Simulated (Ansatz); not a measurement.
Ansatz results at the PBE0-D4/def2-TZVP geometry: HOMO–LUMO gap (PBE0/def2-TZVPP) 5.04 eV; ideal-gas entropy at 298 K and 1 bar (rigid rotor, harmonic PBE0-D4/def2-TZVP) 331 J/(mol·K); HOMO energy (PBE/def2-TZVPP) -6.65 eV.

Q: Which molecule gave them?
A. `BB1C=NC1`
B. `S[SiH]1C=C1`
C. `[BH2][GeH2][Br]`
D. `C1=[CH][SnH2][O]1`

A: C. The others give `BB1C=NC1`: 5.04, 303, -5.69; `C1=[CH][SnH2][O]1`: 5.14, 305, -5.24; `S[SiH]1C=C1`: 6.60, 316, -5.84.
